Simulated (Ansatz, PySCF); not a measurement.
Reaction R1 + R2 → P1 + P2, each structure at its B3LYP-D3(BJ)/def2-TZVP stationary point, reached from a drawn start (curvature not checked).
R1, SiH4 (SMILES [SiH4]) (charge 0, multiplicity 1):
```json
[
 {"atom": "Si", "x (Å)": "0.0000", "y (Å)": "0.0000", "z (Å)": "0.0000"},
 {"atom": "H", "x (Å)": "-0.1692", "y (Å)": "1.2234", "z (Å)": "-0.8159"},
 {"atom": "H", "x (Å)": "-0.7439", "y (Å)": "0.1479", "z (Å)": "1.2712"},
 {"atom": "H", "x (Å)": "1.4370", "y (Å)": "-0.2047", "z (Å)": "0.2902"},
 {"atom": "H", "x (Å)": "-0.5239", "y (Å)": "-1.1666", "z (Å)": "-0.7455"}
]
```
P1: Si2H6 (SMILES [SiH3][SiH3]), charge 0, multiplicity 1.
R2: ClH3Si (SMILES [SiH3]Cl), charge 0, multiplicity 1.
P2: HCl (SMILES Cl), charge 0, multiplicity 1.

P less R. No zero-point or thermal terms.

Cores are frozen in the correlated methods. CBS(a, b) extrapolates the correlation energy as X⁻³ and adds the Hartree–Fock energy of set b.

Run with Ansatz (Gaussian basis) for Hartree–Fock, density functionals and correlated methods; PySCF for the D3/D4 terms. All values are computed, each at the level named.

PBE/def2-TZVPP gives 76.3 kJ/mol for the reaction energy.

**Question.** Where do these levels fall relative to PBE: PBE-D3(BJ)/def2-TZVPP, r2SCAN/def2-TZVPP, PBE0/def2-TZVPP, wB97M-V/def2-TZVPP, B2PLYP/def2-TZVPP, MP2/CBS(cc-pV(T+d)Z, cc-pV(Q+d)Z), CCSD(T)/CBS(cc-pV(T+d)Z, cc-pV(Q+d)Z).

**Answer.** PBE-D3(BJ)/def2-TZVPP -1.6; r2SCAN/def2-TZVPP 11.5; PBE0/def2-TZVPP 5.2; wB97M-V/def2-TZVPP 19.4; B2PLYP/def2-TZVPP 19.2; MP2/CBS(cc-pV(T+d)Z, cc-pV(Q+d)Z) 25.2; CCSD(T)/CBS(cc-pV(T+d)Z, cc-pV(Q+d)Z) 16.1 kJ/mol. 6 of 7 lie above PBE; the widest gap is to MP2/CBS(cc-pV(T+d)Z, cc-pV(Q+d)Z).

Ansatz is a program for electronic structure.
